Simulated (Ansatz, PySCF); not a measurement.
AgI, SMILES [Ag][I] (connectivity only; charge and spin as stated), charge +1, multiplicity 2. Atoms are numbered in the order given.

```xyz
2

Ag     0.0000     0.0000    -1.4324
I      0.0000     0.0000     1.2728
```
Charge +1, spin multiplicity 2.

Coordinates come from a B3LYP-D3(BJ)/def2-TZVP optimisation. The multiplicity is an assumed one; other spin states were not compared. The def2 effective core potentials stand for the cores of Ag, I; spin–orbit coupling is left out.

Two levels are set side by side: PBE-D3(BJ)/def2-TZVP (Ansatz, a quantum-chemistry and plane-wave program) and B3LYP-D3(BJ)/def2-TZVP (Ansatz). Each level has its own optimised geometry; the coordinates shown are those of the second. Frequencies come from the Hessian of PySCF at each geometry. Differences are taken from unrounded values.

```csv
quantity,B3LYP-D3(BJ),PBE-D3(BJ),PBE-D3(BJ) minus B3LYP-D3(BJ)
bond Ag1–I2 (Å),2.705,2.636,-0.069
highest harmonic wavenumber (cm⁻¹),141,158,17
mean harmonic wavenumber (cm⁻¹),141,158,17
zero-point energy (kcal/mol),0.20,0.23,0.02
```
